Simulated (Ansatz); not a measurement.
The molecule ZrO, closed-shell singlet (the spin of the measured ground state). No spin–orbit coupling.

The constants come from a fifth-degree fit in 1/R (seven points, main isotopes). Runs in def2 and cc sets follow the lowest solution found near the PBE0 minimum. The singlet is held restricted.

Run with Ansatz (a first-principles code) with Gaussian orbitals. Values without a source in brackets are computed. In def2 rows elements past Kr take small-core potentials, without spin–orbit coupling.

Energies at wB97M-V/def2-TZVPP:

```tsv
R (Å)	E (hartree)
1.579047	-122.15885366
1.621495	-122.16949416
1.660547	-122.17476077
1.704692	-122.17636896
1.748837	-122.17417484
1.799774	-122.16785386
1.859201	-122.15651711
```

With a reduced mass of 13.5791 u, find the minimum, the force constant and the constants.

A fifth-degree polynomial in 1/R puts the minimum at r_e = 1.6998 Å with force constant 868 N/m. Then ω_e = (1/2πc)√(k/μ) = 1041 cm⁻¹ and B_e = h/(8π²cμr_e²) = 0.4297 cm⁻¹; the cubic and quartic terms give α_e = 0.0017 and ω_e x_e = 2.9 cm⁻¹.
